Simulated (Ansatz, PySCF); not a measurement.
Gas-phase reaction in SMILES: CCO [ethanol] -> [CH3] (CH3) + [CH2]O (the C-C bond at the site shown breaks; other sites are not compared here)
Structures are relaxed separately at B3LYP-D3(BJ)/def2-TZVP in Ansatz (a program for electronic structure), one conformer each, not searched for the lowest.

Quantity: bond dissociation energy (enthalpy at 298 K, with B3LYP-D3(BJ) rigid-rotor harmonic-oscillator terms from PySCF), in kcal/mol. Valence correlation only, unless marked. UHF or UKS for open shells. No spin-orbit coupling. Non-relativistic. Basis-set limits of correlation are two-point, X^-3; Hartree-Fock from the larger set. [CCSD(T)-MP2]/basis is that difference in the basis named.

Level to compare with: RI-MP2/CBS(aug-cc-pVTZ,aug-cc-pVQZ)+[CCSD(T)-MP2]/aug-cc-pVTZ (Ansatz), 87.4 kcal/mol. It is a level with limits of its own, and the differences hold the functionals' basis error too.

### Question
Rank these functionals by how close they come to RI-MP2/CBS(aug-cc-pVTZ,aug-cc-pVQZ)+[CCSD(T)-MP2]/aug-cc-pVTZ, closest first: B97M-V/def2-TZVPD (Ansatz); M06-2X/def2-TZVPD (PySCF); PBE/def2-TZVPD (Ansatz).

### Answer
M06-2X/def2-TZVPD (hybrid meta-GGA, 87.4 kcal/mol, difference 0.0), B97M-V/def2-TZVPD (meta-GGA with VV10, 85.2 kcal/mol, difference -2.2), PBE/def2-TZVPD (GGA, 83.9 kcal/mol, difference -3.5)
